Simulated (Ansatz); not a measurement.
Geometry optimisation, RKS PBE/6-31G* in Ansatz 0.2.0.

input.yaml

```yaml
crystal:
  periodic: [false, false, false]
  atoms:
    - { symbol: Si, position_ang: [-0.639094, 0.877876, -0.888458] }
    - { symbol: Si, position_ang: [0.008147, -2.583114, -0.662064] }
    - { symbol: H, position_ang: [-1.411316, -0.290957, -1.380235] }
    - { symbol: H, position_ang: [-1.415336, 2.160788, -1.024092] }
    - { symbol: O, position_ang: [0.756451, 0.928258, -1.813361] }
    - { symbol: H, position_ang: [0.095817, -1.553679, 0.355331] }
    - { symbol: O, position_ang: [-0.340851, 0.63679, 0.792397] }
    - { symbol: Si, position_ang: [0.283504, 1.530571, 2.05641] }
    - { symbol: H, position_ang: [0.706828, -3.830247, -0.19425] }
    - { symbol: H, position_ang: [0.665678, -2.125839, -1.927864] }
    - { symbol: H, position_ang: [-1.428488, -2.907868, -0.95563] }
    - { symbol: H, position_ang: [1.263954, 1.759186, -1.723463] }
    - { symbol: H, position_ang: [-0.690096, 2.575238, 2.523192] }
    - { symbol: H, position_ang: [0.58873, 0.594411, 3.182841] }
    - { symbol: H, position_ang: [1.55617, 2.228587, 1.659347] }
basis:
  gaussian: { orbitals: "6-31G*" }
hamiltonian:
  xc: pbe
relax:
  f_tol: 0.03
  max_steps: 50
output:
  orbitals: {}
```

Command:

```bash
$ ansatz run input.yaml --threads 2 --pin off --max-ram 3072MiB --backend cpu --events-out ev --progress --plain --runs-dir out
```

Where does it end, and by what steps?

The forces met the threshold. The force dipped under the threshold on the way, but the program's further checks kept it going. After 30 steps the energy has fallen by 0.216 eV; H12 moved furthest, 1.19 Å.

```json
{"step": "0", "energy less start (eV)": "0.0000", "largest force component (eV/Å)": "1.270", "accepted": "yes"}
{"step": "2", "energy less start (eV)": "-0.1749", "largest force component (eV/Å)": "0.484", "accepted": "yes"}
{"step": "4", "energy less start (eV)": "-0.1925", "largest force component (eV/Å)": "0.332", "accepted": "yes"}
{"step": "6", "energy less start (eV)": "-0.1989", "largest force component (eV/Å)": "0.022", "accepted": "yes"}
{"step": "8", "energy less start (eV)": "-0.1997", "largest force component (eV/Å)": "0.032", "accepted": "yes"}
{"step": "10", "energy less start (eV)": "-0.2005", "largest force component (eV/Å)": "0.033", "accepted": "yes"}
{"step": "12", "energy less start (eV)": "-0.2019", "largest force component (eV/Å)": "0.054", "accepted": "yes"}
{"step": "14", "energy less start (eV)": "-0.2028", "largest force component (eV/Å)": "0.089", "accepted": "yes"}
{"step": "16", "energy less start (eV)": "-0.2042", "largest force component (eV/Å)": "0.092", "accepted": "yes"}
{"step": "18", "energy less start (eV)": "-0.2052", "largest force component (eV/Å)": "0.070", "accepted": "yes"}
{"step": "20", "energy less start (eV)": "-0.2065", "largest force component (eV/Å)": "0.046", "accepted": "yes"}
{"step": "22", "energy less start (eV)": "-0.2077", "largest force component (eV/Å)": "0.044", "accepted": "yes"}
{"step": "24", "energy less start (eV)": "-0.2086", "largest force component (eV/Å)": "0.031", "accepted": "yes"}
{"step": "26", "energy less start (eV)": "-0.2098", "largest force component (eV/Å)": "0.083", "accepted": "yes"}
{"step": "28", "energy less start (eV)": "-0.2118", "largest force component (eV/Å)": "0.185", "accepted": "yes"}
{"step": "30", "energy less start (eV)": "-0.2164", "largest force component (eV/Å)": "0.029", "accepted": "yes"}
```

```xyz
15
Properties=species:S:1:pos:R:3
Si -0.557 1.286 -1.052
Si 0.073 -3.100 -0.418
H -1.008 0.024 -1.699
H -1.695 2.223 -0.751
O 0.499 1.953 -2.160
H 0.753 -2.305 0.652
O 0.171 0.904 0.394
Si 0.315 1.447 1.963
H 0.330 -4.561 -0.194
H 0.606 -2.704 -1.761
H -1.404 -2.848 -0.373
H 0.828 2.846 -1.946
H -0.606 2.609 2.214
H -0.030 0.338 2.909
H 1.725 1.889 2.222
```

Whether the end is a true minimum wasn't checked by a vibrational analysis.

Run time: 46 s on 2 threads of AMD EPYC 9R14 (Zen 4), on a shared host, peak memory 0.18 GiB.
